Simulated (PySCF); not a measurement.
Two-component Hartree-Fock for C³⁺ (carbon, charge +3)

Start: [He] 2s1; 2s1/2 filled at m_j = +1/2. Calculated with PySCF 2.14 in x2c-TZVPall-2c: generalised Hartree-Fock with the X2C-1e Hamiltonian and a Gaussian nucleus; one run each with spin-orbit coupling (SO) switched off, then screened by Boettger's factors. This is a chosen level, not necessarily the ground level.

```tsv
spinor shell	electrons	ε, spin-free (eV)	ε, screened SO (eV)	weight of nominal j (screened SO)	rms radius, screened SO (bohr)
1s1/2	2	-367.02	-367.02	1.000	0.310
2s1/2	1	-64.371	-64.371	1.000	1.38
```

```tsv
quantity	spin-free	screened SO
E (hartree)	-34.73962	-34.73962
M_J	1/2	1/2
⟨J²⟩	0.750	0.750
⟨L²⟩	0.000	0.000
⟨S²⟩	0.750	0.750
```

Each row is a mean over spinors that exchange with the open shell spreads, by up to 2.315 eV (1s1/2).

Without spin-orbit coupling the j labels of p, d and f shells carry no meaning; the spin-free column gives the mean over the occupied spinors of each nl shell.
